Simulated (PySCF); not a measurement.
Species: C3H6N2SSi.
Atom-mapped SMILES: `[SiH3:1][NH:2][c:3]1[cH:4][n:5][s:6][cH:7]1` (hydrogens: H8, H9, H10 on Si1; H11 on N2; H12 on C4; H13 on C7)

The same species was optimised twice, with GFN2-xTB and with PBE0-D3(BJ)/def2-SVP (PySCF), and the same property calculations (PySCF, gas phase) were run on both structures.

```json
{"coordinate": "N5–S6 (Å)", "GFN2-xTB": "1.630", "PBE0-D3(BJ)/def2-SVP": "1.651", "change": "+0.021"}
{"coordinate": "Si1–N2 (Å)", "GFN2-xTB": "1.731", "PBE0-D3(BJ)/def2-SVP": "1.748", "change": "+0.017"}
{"coordinate": "C3–C4 (Å)", "GFN2-xTB": "1.419", "PBE0-D3(BJ)/def2-SVP": "1.435", "change": "+0.016"}
{"coordinate": "N2–C3 (Å)", "GFN2-xTB": "1.373", "PBE0-D3(BJ)/def2-SVP": "1.384", "change": "+0.011"}
{"coordinate": "C3–C7 (Å)", "GFN2-xTB": "1.373", "PBE0-D3(BJ)/def2-SVP": "1.380", "change": "+0.007"}
{"coordinate": "C4–N5 (Å)", "GFN2-xTB": "1.303", "PBE0-D3(BJ)/def2-SVP": "1.310", "change": "+0.007"}
{"coordinate": "S6–C7 (Å)", "GFN2-xTB": "1.716", "PBE0-D3(BJ)/def2-SVP": "1.713", "change": "-0.003"}
{"coordinate": "C4–N5–S6 (°)", "GFN2-xTB": "111.2", "PBE0-D3(BJ)/def2-SVP": "109.6", "change": "-1.6"}
{"coordinate": "N5–S6–C7 (°)", "GFN2-xTB": "93.9", "PBE0-D3(BJ)/def2-SVP": "95.1", "change": "+1.2"}
{"coordinate": "N2–C3–C4 (°)", "GFN2-xTB": "124.9", "PBE0-D3(BJ)/def2-SVP": "124.0", "change": "-0.9"}
{"coordinate": "N2–C3–C7 (°)", "GFN2-xTB": "126.2", "PBE0-D3(BJ)/def2-SVP": "127.0", "change": "+0.8"}
{"coordinate": "C3–C4–N5 (°)", "GFN2-xTB": "116.3", "PBE0-D3(BJ)/def2-SVP": "117.0", "change": "+0.7"}
{"coordinate": "C3–C7–S6 (°)", "GFN2-xTB": "109.7", "PBE0-D3(BJ)/def2-SVP": "109.3", "change": "-0.4"}
{"coordinate": "Si1–N2–C3 (°)", "GFN2-xTB": "127.0", "PBE0-D3(BJ)/def2-SVP": "127.1", "change": "+0.1"}
{"coordinate": "C4–C3–C7 (°)", "GFN2-xTB": "108.9", "PBE0-D3(BJ)/def2-SVP": "109.0", "change": "+0.1"}
{"coordinate": "Si1–N2–C3–C4 (°)", "GFN2-xTB": "0", "PBE0-D3(BJ)/def2-SVP": "0", "change": "0"}
```

Rotational constants: A = 6424, B = 959.6, C = 843.0 MHz (GFN2-xTB) against A = 6254, B = 950.8, C = 833.3 MHz (PBE0-D3(BJ)/def2-SVP). Point groups within 0.08 Å: Cs and Cs.

On the GFN2-xTB structure: lowest singlet, TDDFT (eV) 4.82 [CAM-B3LYP/def2-SVPD]; isotropic polarisability (au) 92.5 [CAM-B3LYP/def2-SVPD]; HOMO (eV) -7.47 [CAM-B3LYP/def2-SVPD]; LUMO (eV) 0.22 [CAM-B3LYP/def2-SVPD]; dipole (D) 3.42 [CAM-B3LYP/def2-SVPD].

What do these properties become on the PBE0-D3(BJ)/def2-SVP structure?

```
                                    property                level  on GFN2-xTB  on PBE0-D3(BJ)/def2-SVP  change
                  lowest singlet, TDDFT (eV)  CAM-B3LYP/def2-SVPD         4.82                     4.78   -0.04
               isotropic polarisability (au)  CAM-B3LYP/def2-SVPD         92.5                     94.5    +2.0
                                   HOMO (eV)  CAM-B3LYP/def2-SVPD        -7.47                    -7.50   -0.03
                                   LUMO (eV)  CAM-B3LYP/def2-SVPD         0.22                     0.15   -0.07
                                  dipole (D)  CAM-B3LYP/def2-SVPD         3.42                     3.44   +0.02
energy, GFN2-xTB geometry as zero (kcal/mol)  CAM-B3LYP/def2-SVPD          0.0                     -1.6    -1.6
```

The heavy atoms differ by 0.016 Å rms after alignment. Among bonds between heavy atoms N5–S6 changes most (+0.021 Å). Changes are differences of the printed values. Neither structure is proved a minimum here.

Conformer computed: `[SiH3:1][NH:2][c:3]1[cH:4][n:5][s:6][cH:7]1`: Si1–N2–C3–C4 0°.
